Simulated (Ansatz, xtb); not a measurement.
# Ranking isomers of BClH2IOSi

8 gas-phase structures of BClH2IOSi, found in a search over its isomers (lower ones may exist). Each was relaxed with GFN2-xTB; where two conformers were screened, the lower at r2SCAN-D4/def2-SVP//GFN2-xTB is listed:

A. `[SiH2]OB(Cl)I`, a doublet
B. `[BH]O[Si@H](Cl)I`, a doublet
C. `Cl[B]O[SiH2]I`, a doublet
D. `BO[Si](Cl)I`, a doublet
E. `Cl[Si]=[O+][BH2-]I`, a doublet
F. `ClBO[SiH]I`, a doublet
G. a doublet given by its coordinates
H. `Cl[SiH]OBI`, a doublet

G (Å):

| atom | x (Å) | y (Å) | z (Å) |
| --- | --- | --- | --- |
| B | 2.9714 | 0.0101 | 2.2393 |
| Cl | 0.1306 | 2.3230 | 3.9242 |
| I | 2.7888 | -1.8975 | 1.2942 |
| O | 2.0244 | 0.8837 | 2.2630 |
| Si | 0.6172 | 1.6918 | 2.0905 |
| H | 0.9870 | 2.7774 | 1.1959 |
| H | -0.4080 | 0.7891 | 1.5848 |

Close contacts (Å): B1–I3 2.14, B1–O4 1.29, Cl2–Si5 2.00, O4–Si5 1.63, Si5–H6 1.45, Si5–H7 1.46.

Task: Estimate their order in r2SCAN-D4/def2-SVP//GFN2-xTB energy at these geometries, lowest first.

Result: Calculated order at r2SCAN-D4/def2-SVP//GFN2-xTB: F (0.0), D (11.7), H (28.1), A (35.6), C (63.1), G (63.5), B (73.8), E (168.1) kJ/mol. Less than 1 kcal/mol parts C and G, so the order within that pair means little.

Energies above the lowest of each column, in kJ/mol; the last columns are at r2SCAN-D4/def2-SVP geometries and were run for some of them only (a dash: not run or not comparable):

```json
{"structure": "F", "GFN2-xTB": "2.3", "HF/STO-3G": "0.0", "r2SCAN-D4/def2-SVP//GFN2-xTB": "0.0", "r2SCAN-D4/def2-SVP": "0.0", "CCSD(T)/def2-SVP + ΔMP2/def2-TZVPP": "0.0"}
{"structure": "D", "GFN2-xTB": "6.1", "HF/STO-3G": "3.4", "r2SCAN-D4/def2-SVP//GFN2-xTB": "11.7", "r2SCAN-D4/def2-SVP": "15.9", "CCSD(T)/def2-SVP + ΔMP2/def2-TZVPP": "1.7"}
{"structure": "H", "GFN2-xTB": "0.0", "HF/STO-3G": "26.0", "r2SCAN-D4/def2-SVP//GFN2-xTB": "28.1", "r2SCAN-D4/def2-SVP": "24.2", "CCSD(T)/def2-SVP + ΔMP2/def2-TZVPP": "–"}
{"structure": "A", "GFN2-xTB": "33.7", "HF/STO-3G": "50.8", "r2SCAN-D4/def2-SVP//GFN2-xTB": "35.6", "r2SCAN-D4/def2-SVP": "–", "CCSD(T)/def2-SVP + ΔMP2/def2-TZVPP": "–"}
{"structure": "C", "GFN2-xTB": "66.9", "HF/STO-3G": "79.8", "r2SCAN-D4/def2-SVP//GFN2-xTB": "63.1", "r2SCAN-D4/def2-SVP": "–", "CCSD(T)/def2-SVP + ΔMP2/def2-TZVPP": "–"}
{"structure": "G", "GFN2-xTB": "63.7", "HF/STO-3G": "84.0", "r2SCAN-D4/def2-SVP//GFN2-xTB": "63.5", "r2SCAN-D4/def2-SVP": "–", "CCSD(T)/def2-SVP + ΔMP2/def2-TZVPP": "–"}
{"structure": "B", "GFN2-xTB": "78.9", "HF/STO-3G": "114.3", "r2SCAN-D4/def2-SVP//GFN2-xTB": "73.8", "r2SCAN-D4/def2-SVP": "–", "CCSD(T)/def2-SVP + ΔMP2/def2-TZVPP": "–"}
{"structure": "E", "GFN2-xTB": "86.3", "HF/STO-3G": "228.6", "r2SCAN-D4/def2-SVP//GFN2-xTB": "168.1", "r2SCAN-D4/def2-SVP": "–", "CCSD(T)/def2-SVP + ΔMP2/def2-TZVPP": "–"}
```

CCSD(T)/def2-SVP + ΔMP2/def2-TZVPP puts F lowest of those it was run on, with D within 1 kcal/mol; GFN2-xTB picks H. Some further structures that were screened fall inside this span and aren't listed. Flexible structures stand in one conformer each, not always the lowest. Frequencies (r2SCAN-D4/def2-SVP) were run for D, F alone. The ΔMP2 step shifts differences by up to 20.0 kJ/mol, which makes them less sure. Open shells are spin-unrestricted. Atoms past krypton carry core potentials in the def2 sets, without spin–orbit terms. ΔMP2 is the change of the MP2 energy from the smaller to the larger basis.

Over these structures GFN2-xTB departs from r2SCAN-D4/def2-SVP//GFN2-xTB by 20.9 kJ/mol on average once a common shift is removed. A GFN2-xTB relaxation took about 0.21 s and the r2SCAN-D4/def2-SVP//GFN2-xTB energy about 3.9 s on a shared host (Ansatz 0.2.0, xtb 6.7.1).
